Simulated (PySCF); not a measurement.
H₅B₃N₃ (SMILES [B]1NBNBN1), doublet, geometry from GFN2-xTB. Base run: PySCF with B3LYP/STO-3G.

Here is a job for PySCF.
```python
from pyscf import gto, scf, dft

mol = gto.M(
    atom='''
B    -0.489112    1.409897   -0.135474
N    -1.389811    0.337563    0.089269
B    -0.958057   -1.007440    0.221840
N     0.433773   -1.250377    0.120146
B     1.385804   -0.225570   -0.103362
N     0.891588    1.098596   -0.227267
H    -2.380251    0.519393    0.160478
H    -1.723700   -1.880451    0.407904
H     0.762915   -2.199151    0.211312
H     2.535514   -0.459655   -0.183047
H     1.563495    1.834955   -0.386703
''',
    basis='sto-3g',
    charge=0,
    spin=1,
    verbose=4,
)

mf = dft.UKS(mol)
mf.xc = 'b3lyp'
mf.kernel()
```

The base run was repeated with changes; each row names its change, and settings that it needs were set with it.

```tsv
change	E (Eh)	HOMO (eV)	dipole (D)	<S^2>	core-seconds (rough)	outcome
base	-238.90774	-2.80	0.42	0.753	6	converged
functional = bhandhlyp	-238.79715	-4.57	0.42	0.752	5	converged
functional = camb3lyp	-238.76206	-4.50	0.39	0.753	9	converged
functional = tpss	-238.99288	-1.86	0.43	0.754	10	converged
functional = blyp	-238.76988	-1.36	0.42	0.753	6	converged
functional = wb97m_v	-	-	-	-	-	cut at the time limit
functional = b3lyp5	-238.75649	-2.71	0.42	0.753	6	converged
functional = b97-1	-238.86415	-2.70	0.38	0.753	5	converged
functional = pbe0	-238.64174	-3.15	0.41	0.754	5	converged
functional = lc_wpbe	-238.73936	-6.16	0.40	0.754	10	converged
functional = mn15	-237.54341	-3.29	0.57	0.756	9	converged
functional = m06l	-238.84302	-1.84	0.48	0.754	9	converged
functional = wb97x	-238.86931	-5.51	0.39	0.754	10	converged
```

Absolute energies of different levels of theory aren't comparable as measures of quality.

Open shells are given as the SCF converged; they aren't shown to be the lowest states, and a large step between rows can be another state.
